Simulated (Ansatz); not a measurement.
The cluster SnO3H2. Charge 0, multiplicity 1. Geometry PBE-D4/def2-SVP; atoms count from 1.

```xyz
6

Sn    0.556   -0.626    1.291
O    -0.568    1.068    1.253
O     1.147   -0.352   -0.746
O    -0.082   -1.175   -0.968
H    -0.715   -0.487   -1.273
H    -0.338    1.572    0.444
```

In the def2 sets Sn takes a core potential; there is no spin–orbit coupling. The structure holds one bond between oxygen atoms, so isomers without such links may lie far lower. The structure comes from a short search, and lower isomers may exist.

Q: Estimate the Mulliken populations from the PBE0/def2-TZVP orbitals of Ansatz.

A: 
| atom | charge (e) |
| --- | --- |
| Sn1 | 0.82 |
| O2 | -0.70 |
| O3 | -0.43 |
| O4 | -0.33 |
| H5 | 0.34 |
| H6 | 0.31 |
Mulliken values and Mayer orders depend strongly on the basis.

Q: And the Mayer bond orders between bonded heavy atoms (over 0.3)?

A: Sn1–O2 0.94 (2.03 Å); Sn1–O3 0.65 (2.14 Å); O3–O4 0.85 (1.50 Å).
